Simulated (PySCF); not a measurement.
A PySCF script (with the pyscf-properties extension) for the NMR shieldings of 1-cyclopentenecarbonitrile (SMILES C1=C(C#N)CCC1), on a GFN2-xTB geometry:

```python
import basis_set_exchange as bse
import numpy as np
from pyscf import gto, dft
from pyscf.prop import nmr

atoms = """
N     3.410055    1.137634    0.096165
C     2.304830    0.829928    0.061132
C     0.957671    0.437934    0.018743
C    -0.100564    1.235117    0.177311
C    -1.384365    0.484413    0.036643
C    -0.950219   -0.991349    0.077362
C     0.550430   -0.987646   -0.257935
H    -0.067809    2.295325    0.360317
H    -2.094573    0.734594    0.826089
H    -1.854130    0.740408   -0.918434
H    -1.098651   -1.387965    1.082478
H    -1.521556   -1.607401   -0.614417
H     1.115989   -1.700301    0.343006
H     0.732212   -1.221163   -1.310627
"""
names = dict.fromkeys(["N", "C", "H"], "pcSseg-1")
basis = {el: gto.basis.parse(bse.get_basis(n, elements=[el], fmt="nwchem")) for el, n in names.items()}
mol = gto.M(atom=atoms, basis=basis, charge=0, verbose=0)
mf = dft.RKS(mol, xc="PBE0")
mf.grids.level = 2
mf.grids.alignment = dft.numint.BLKSIZE   # the property module wants whole blocks of grid points
mf.conv_tol = 1e-9
mf.kernel()

calc = nmr.RKS(mf)   # GIAO
C = mf.mo_coeff
Co = C[:, mf.mo_occ > 0]
resp = mf.gen_response(singlet=True, hermi=2)
def vind(x):   # induced exchange potential for any number of trial vectors
    d = np.einsum("pi,xij,qj->xpq", C, 2 * x.reshape(-1, C.shape[1], Co.shape[1]), Co, optimize=True)
    return np.einsum("xpq,pi,qj->xij", resp(d - d.transpose(0, 2, 1)), C, Co, optimize=True).ravel()
mo1, _ = nmr.rhf.solve_mo1(calc, with_cphf=vind)
sigma = calc.kernel(mo1)
for i, s in enumerate(sigma):   # ppm
    print("%2d %-2s %9.2f" % (i, mol.atom_pure_symbol(i), np.trace(s) / 3))
```

Problem. What does it print?

Solution. 
```
 0 N     -54.00
 1 C      65.75
 2 C      65.08
 3 C      28.68
 4 C     148.43
 5 C     160.74
 6 C     147.64
 7 H      24.93
 8 H      29.05
 9 H      28.97
10 H      29.71
11 H      29.63
12 H      29.10
13 H      28.99
```

These numbers come from an equivalent density-fitted implementation of the same equations, which agrees with the script to about 0.01 ppm for H and up to a few tenths of a ppm for heavy atoms, so last digits may differ.

Problem. Turn these shieldings into chemical shifts. Chemical shifts δ = σref − σ; ¹⁵N (σ = 267.73 ppm) against NH3; TMS for ¹³C (σ = 186.93 ppm), ¹H (σ = 31.72 ppm), all at this level.

Solution. Averaging equivalent atoms: N 0: 321.7; C 3: 158.2; C 2: 121.8; C 1: 121.2; C 6: 39.3; C 4: 38.5; C 5: 26.2; H 7: 6.79; H 8/9: 2.71; H 12/13: 2.67; H 10/11: 2.05 ppm. Experimental scales use liquid or dissolved standards, which lie at an offset from isolated NH3 (liquid NH3: subtract about 20 ppm). Unscaled 15N shifts of sp2 nitrogen often come out too high even then, by a few to some tens of ppm.

Size and cost of the density-fitted run: 154 basis functions, 22 s wall time on 1 thread of an Arm Neoverse V2, shared host; peak memory 0.71 GiB.
